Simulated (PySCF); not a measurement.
## Excitation energy of Nb⁺ by level of theory

Nb⁺ [Kr] 4d4 (5D) → Nb⁺ [Kr] 4d3 5p1 (high-spin determinant), as a difference of total energies. Computed with PySCF 2.14 in x2c-TZVPPall (8s6p6d2f1g, 79 functions), with scalar relativity by spin-free X2C-1e. Correlated levels: valence: [Kr] frozen; valence and next inner shell: [Ar] 3d10 frozen. The calculations carry no spin-orbit coupling.

```csv
method,excitation energy (eV)
UHF,3.988
LDA,4.613
PBE,4.465
PBE0,4.472
M06,4.382
BLYP,4.283
wB97X,4.534
wB97M-V,4.484
MP2 (valence),4.271
SCS-MP2 (valence),4.083
MP2 (valence and next inner shell),4.528
SCS-MP2 (valence and next inner shell),4.340
```

Q: How much does correlation contribute at MP2 (valence and next inner shell)?

A: 4.528 − (3.988) = 0.540 eV, measured against UHF.

A first-order spin-orbit estimate (lowest level to lowest level, LS coupling) adds -0.093 eV.

The basis was made for the ground configuration and has no added diffuse functions, so the excitation energy can come out too high.

The determinant of the upper state mixes LS terms, which raises its energy above the lowest term, most at the Hartree-Fock and MP2 levels.
